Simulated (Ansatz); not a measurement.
TiF₄, SMILES [F][Ti]([F])([F])[F], multiplicity 1.

Geometry: B3LYP-D3(BJ)/def2-SVP. The spin state was assumed, not searched. The isomer is the one that the SMILES or the coordinates give; other isomers of the formula were not compared.

Two levels are set side by side: PBE/def2-SVPD (Ansatz, a quantum-chemistry and plane-wave program) and PBE0/def2-SVPD (Ansatz). Energy differences of separate SCF runs at the same geometry; the states with an electron removed or added have multiplicity 2 and 2. Differences are taken from unrounded values.

| quantity | PBE0 | PBE | PBE minus PBE0 |
|---|---|---|---|
| vertical ionisation energy (eV) | 15.11 | 14.13 | -0.98 |
| vertical electron affinity (eV) | 0.78 | 0.16 | -0.62 |
| vertical singlet–triplet gap (eV) | 7.01 | 6.85 | -0.16 |
